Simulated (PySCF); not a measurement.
**Spinor energies of W²⁺ (tungsten, charge +2)**

Start: [Xe] 4f14 5d4; 5d5/2 filled at m_j = -1/2, +1/2, +3/2, +5/2. Calculated with PySCF 2.14 in x2c-SVPall-2c with one added diffuse shell each of s, d type (8s9p10d2f, 99 functions): generalised Hartree-Fock with the X2C-1e Hamiltonian and a Gaussian nucleus; one run each with spin-orbit coupling (SO) switched off, then screened by Boettger's factors. This is a chosen level, not necessarily the ground level.

| spinor shell | electrons | ε, spin-free (eV) | ε, screened SO (eV) | weight of nominal j (screened SO) | rms radius, screened SO (bohr) |
| --- | --- | --- | --- | --- | --- |
| 1s1/2 | 2 | -69912.9 | -69891.6 | 1.000 | 0.0208 |
| 2s1/2 | 2 | -12222.3 | -12215.7 | 1.000 | 0.0838 |
| 2p1/2 | 2 | -10695.4 | -11662.3 | 1.000 | 0.0713 |
| 3s1/2 | 2 | -2890.0 | -2887.8 | 1.000 | 0.214 |
| 3p1/2 | 2 | -2429.9 | -2641.5 | 1.000 | 0.206 |
| 3p3/2 | 4 | -2429.9 | -2342.5 | 1.000 | 0.221 |
| 3d3/2 | 4 | -1894.5 | -1932.0 | 1.000 | 0.195 |
| 3d5/2 | 6 | -1894.5 | -1867.7 | 1.000 | 0.199 |
| 4s1/2 | 2 | -641.67 | -641.04 | 1.000 | 0.478 |
| 4p1/2 | 2 | -488.04 | -537.50 | 1.000 | 0.487 |
| 4p3/2 | 4 | -488.04 | -467.53 | 1.000 | 0.519 |
| 4d3/2 | 4 | -289.34 | -297.01 | 0.999 | 0.544 |
| 4d5/2 | 6 | -289.34 | -283.75 | 1.000 | 0.556 |
| 5s1/2 | 2 | -110.00 | -109.94 | 1.000 | 1.15 |
| 5p1/2 | 2 | -69.100 | -76.780 | 0.940 | 1.32 |
| 5p3/2 | 4 | -69.100 | -65.741 | 0.949 | 1.34 |
| 4f5/2 | 6 | -66.425 | -67.484 | 0.985 | 0.670 |
| 4f7/2 | 8 | -66.425 | -65.235 | 0.980 | 0.680 |
| 5d5/2 | 4 | -26.135 | -26.042 | 0.563 | 2.02 |

(1) Where does 2p3/2 lie, and what is the 2p spin-orbit splitting (screened SO)?

```csv
quantity,spin-free,screened SO
E (hartree),-16129.03556,-16147.93040
M_J,4,4
⟨J²⟩,20.006,20.044
⟨L²⟩,6.004,6.884
⟨S²⟩,6.002,5.644
```

Each row is a mean over spinors that exchange with the open shell spreads, by up to 6.881 eV (5p3/2).

Rows whose weight is well below 1 are mixtures of j = l ± 1/2: exchange outweighs spin-orbit coupling there, and the label is only the starting occupation.

Breit and QED terms are absent; they matter most for the inner s and p1/2 levels.

Densities and radii are taken from the X2C orbitals without a picture-change correction, which distorts them close to the nucleus.

Without spin-orbit coupling the j labels of p, d and f shells carry no meaning; the spin-free column gives the mean over the occupied spinors of each nl shell.

## Answers

(1) At -10303.1 eV, 1359.2 eV above 2p1/2.
